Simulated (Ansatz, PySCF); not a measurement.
Molecule: LiCl (charge 0, singlet). 
Geometry from a B3LYP-D3(BJ)/def2-TZVP (Ansatz, a quantum-chemistry and plane-wave program) optimisation:
```xyz
2

Li     0.0000     0.0000    -1.7146
Cl     0.0000     0.0000     0.3026
```
Charge 0, spin multiplicity 1.

Dipole moments at this geometry, in debye (magnitudes).

```csv
level,program,dipole (D)
HF/def2-TZVPD,PySCF,7.28
PBE/def2-TZVPD,Ansatz,…
revPBE/def2-TZVPD,Ansatz,6.88
BP86/def2-TZVPD,PySCF,6.91
TPSS/def2-TZVPD,PySCF,6.93
B3LYP/def2-TZVPD,Ansatz,6.95
PBE0/def2-TZVPD,Ansatz,7.01
BHLYP/def2-TZVPD,Ansatz,7.08
M06-2X/def2-TZVPD,PySCF,7.05
MN15/def2-TZVPD,PySCF,7.11
HSE06/def2-TZVPD,Ansatz,7.00
LC-wPBE/def2-TZVPD,Ansatz,7.11
wB97X-V/def2-TZVPD,Ansatz,7.09
CCSD(T)/def2-SVPD,Ansatz,…
```

Q: Some entries are withheld; supply them.

A: 
- PBE/def2-TZVPD, dipole (D): 6.86
- CCSD(T)/def2-SVPD, dipole (D): 7.22
